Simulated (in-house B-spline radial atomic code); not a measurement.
**RPA and G0W0 on BHandHLYP: N V (N4+)**

Configuration [He] 2s1, highest spin, mean-field start BHandHLYP. Computed with a B-spline radial code for spherical atoms: all electrons, non-relativistic, point nucleus, each spin shell either full or empty, empty states to l = 9 with an (l + 1/2)⁻⁴ tail; G0W0 by contour deformation at full frequency.

RPA overbinds a lone outer s electron by self-correlation, and G0W0 tends to as well.

Command:
```bash
python run_gw.py task.json out
```
Settings (radii: box in bohr, nucleus in fm):
```
Z                        7
electrons                3
configuration            [He] 2s1
hamiltonian              nr
method                   bhandhlyp
lmax                     9
spin_polarised           True
box_radius               11.96
intervals                44
ion_configuration        1s2
```

Time taken, with all properties: 1 s on 1 thread of AMD EPYC 7R43 64-Core Processor, on a shared host.

Energies (hartree):

| term | value |
| --- | --- |
| mean-field total | -48.39239 |
| Hartree-Fock functional on these orbitals | -48.32635 |
| direct second order | -0.13747 |
| second-order exchange | 0.08748 |
| SOSEX correction | 0.078878 |

Question: What is the RPA correlation energy, and what remains with SOSEX?

Answer: RPA gives -0.12674 hartree (-1.15 eV per electron); RPA + SOSEX gives -0.047863, and the second-order doubles -0.049985 hartree (no singles). SOSEX takes back 62 % of the RPA value.

Quasi-particle levels (eV):

| level | occupied | mean field | Σx - vxc | Σc | QP weight | G0W0 |
| --- | --- | --- | --- | --- | --- | --- |
| 2s up | yes | -93.76 | -3.97 | ? | ? | ? |
| 1s down | yes | -500.20 | -19.41 | 2.53 | 0.963 | -517.09 |
| 2s down | no | -80.50 | 5.96 | -2.59 | 0.941 | -77.14 |

G0W0 = mean field + (Σx - vxc) + Σc, with Σc (partial-wave tail included) taken at the quasi-particle energy. Levels of low weight are left out.

Question: Where does G0W0 put 2s up?

Answer: At -99.13 eV, with Σc = -1.41 eV and a quasi-particle weight of 0.972. The tabulated removal energy is 97.890 eV (NIST, measured).

Question: What does it cost to remove one electron (to 1s2) by differences of total energies, each species on its own start (correlation terms add to the Hartree-Fock functional)?

Answer: BHandHLYP 98.50 eV, Hartree-Fock functional 97.71 eV, + RPA 98.78 eV, + RPA + SOSEX 97.82 eV, + second order 97.83 eV. Tabulated: 97.890 eV (NIST, measured).
